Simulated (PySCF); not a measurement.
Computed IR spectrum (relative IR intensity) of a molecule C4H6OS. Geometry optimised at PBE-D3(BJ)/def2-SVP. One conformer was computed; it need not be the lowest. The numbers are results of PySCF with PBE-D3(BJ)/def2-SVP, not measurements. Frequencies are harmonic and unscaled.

```
ν (cm⁻¹)  relative intensity
--------  ------------------
648                      3.5
689                      2.2
705                       22
856                      3.3
930                      8.4
971                      3.5
1056                      13
1105                      19
1115                     5.5
1227                      34
1299                     9.9
1345                     9.5
1399                     2.3
1685                     100
2976                     2.4
2989                      11
3092                     2.2
```

**Question.** Which structure fits?
A) C=C1O[C@@H](C)S1
B) O=C1CCCS1
C) O=C1CC[C@@H]1S
D) C=C1COCS1

**Answer.** A, C=C1O[C@@H](C)S1
